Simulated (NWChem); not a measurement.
Everything below was run with NWChem. System: H5GeSi, charge 0, spin multiplicity 2, at a geometry optimised with UB3LYP/def2-SVP. The structure started from a generated list of species. Its SCF solution wasn't tested for a lower state. Level: Ur2SCAN/def2-TZVP.

Input file:

```
start mol
memory heap 200 mb stack 900 mb global 1100 mb
geometry units angstroms nocenter noautoz
  Si    -0.154904    -1.644129     0.000000
  Ge     0.034598     0.741379     0.000000
  H      0.431428    -2.279913     1.220482
  H      0.431428    -2.279913    -1.220482
  H     -0.655792     1.321214    -1.252970
  H     -0.655792     1.321214     1.252970
  H      1.510227     1.211100     0.000000
  symmetry group Cs
end
basis spherical
  * library def2-tzvp
end
dft
  xc r2scan
  odft
  mult 2
  semidirect memsize 60000000 filesize 0
  iterations 100
  grid fine
end
task dft energy
```

Output (cleaned and shortened):

```
             Northwest Computational Chemistry Package (NWChem) 7.3.0
             --------------------------------------------------------

                                NWChem Input Module
                                -------------------

 Scaling coordinates for geometry "geometry" by  1.889725989
 (inverse scale =  0.529177249)

 Turning off AUTOSYM since
 SYMMETRY directive was detected!

                             Geometry "geometry" -> ""
                             -------------------------

 Output coordinates in angstroms (scale by  1.889725989 to convert to a.u.)

  No.       Tag          Charge          X              Y              Z
 ---- ---------------- ---------- -------------- -------------- --------------
    1 Si                  14.0000    -0.15490400    -1.64412900     0.00000000
    2 Ge                  32.0000     0.03459800     0.74137900     0.00000000
    3 H                    1.0000     0.43142800    -2.27991300     1.22048200
    4 H                    1.0000     0.43142800    -2.27991300    -1.22048200
    5 H                    1.0000    -0.65579200     1.32121400    -1.25297000
    6 H                    1.0000    -0.65579200     1.32121400     1.25297000
    7 H                    1.0000     1.51022700     1.21110000     0.00000000

 Effective nuclear repulsion energy (a.u.)     160.5965016184

            Nuclear Dipole moment (a.u.)
            ----------------------------
        X                 Y               Z
 ---------------- ---------------- ----------------
    -0.0000396842     0.0000453534     0.0000000000

      Symmetry information
      --------------------

 Group name             Cs
 Group number              2
 Group order               2
 No. of unique centers     5

      Symmetry unique atoms

     1    2    3    5    7


 Summary of "ao basis" -> "" (spherical)
 ------------------------------------------------------------------------------
       Tag                 Description            Shells   Functions and Types
 ---------------- ------------------------------  ------  ---------------------
 *                         def2-tzvp                  on all atoms
[...]
 overlap   0.996  0.845  0.845  1.000  0.997  1.000  0.991  1.000  0.994  0.988

   alpha     21     22     23     24     25     26     27     28     29     30
    beta     21     22     23     24     25     26     28     27     29     30
 overlap   0.985  0.995  0.997  0.995  0.996  0.981  0.980  0.989  0.875  0.894

   alpha     31     32     33     34     35     36     37     38     39     40
    beta     32     31     33     34     35     37     36     38     39     40
 overlap   0.975  0.966  0.882  0.974  0.940  0.902  0.916  0.876  0.962  0.678

   alpha     41     42     43     44     45     46     47     48     49     50
    beta     41     43     42     44     45     46     47     48     49     50
 overlap   0.762  0.965  0.979  0.975  0.957  0.987  0.998  0.977  0.976  0.989

   alpha     51     52     53     54     55     56     57     58     59     60
    beta     51     52     53     54     55     57     56     58     59     60
 overlap   0.998  0.992  0.997  0.994  0.999  0.996  0.996  0.995  0.968  0.931

   alpha     61     62     63     64     65     66     67     68     69     70
    beta     61     62     63     64     65     66     67     69     68     70
 overlap   0.993  0.891  0.953  0.923  0.954  0.973  0.985  0.973  0.967  0.977

   alpha     71     72     73     74     75     76     77     78     79     80
    beta     71     72     73     75     74     76     77     79     78     80
 overlap   0.974  0.982  0.973  0.977  0.996  0.991  0.995  0.999  1.000  1.000

   alpha     81     82     83     84     85     86     87     88     89     90
    beta     81     82     83     84     85     86     87     88     89     90
 overlap   0.998  0.999  0.998  1.000  0.952  0.951  0.986  0.990  0.989  0.987

   alpha     91     92     93     94     95     96     97     98     99    100
    beta     91     92     93     94     95     96     97     98    100     99
 overlap   0.993  0.994  0.997  0.999  0.989  0.999  0.988  0.999  0.997  1.000

   alpha    101    102    103    104    105    106    107    108    109    110
    beta    101    102    103    104    105    106    107    108    110    109
 overlap   0.997  0.999  1.000  1.000  1.000  1.000  1.000  1.000  1.000  1.000

   alpha    111    112    113    114    115
    beta    111    112    113    114    115
 overlap   1.000  1.000  1.000  1.000  1.000

     --------------------------
     Expectation value of S2:
     --------------------------
      <S2> =      0.7570 (Exact =     0.7500)

 center of mass
 --------------
 x =  -0.01248267 y =   0.14304226 z =   0.00000000

 moments of inertia (a.u.)
 ------------------
         490.253822716793         -25.672678156260           0.000000000000
         -25.672678156260          37.362966614833           0.000000000000
           0.000000000000           0.000000000000         483.571984893692

     Multipole analysis of the density
     ---------------------------------

     L   x y z        total         alpha         beta         nuclear
     -   - - -        -----         -----         ----         -------
     0   0 0 0     -0.000000    -26.000000    -25.000000     51.000000

     1   1 0 0     -0.016744      0.422926     -0.439631     -0.000040
     1   0 1 0     -0.009062      1.529289     -1.538396      0.000045
     1   0 0 1      0.000000      0.000000     -0.000000      0.000000

     2   2 0 0    -26.115771    -22.709168    -17.288796     13.882192
     2   1 1 0      0.076836     -6.655592     -2.249776      8.982204
     2   1 0 1      0.000000      0.000000      0.000000      0.000000
     2   0 2 0    -26.214271   -145.717234   -133.281235    252.784198
     2   0 1 1      0.000000      0.000000     -0.000000      0.000000
     2   0 0 2    -25.818953    -24.592971    -23.077396     21.851415

 Task  times  cpu:       12.7s     wall:       12.7s

 Total times  cpu:       12.8s     wall:       12.8s
```
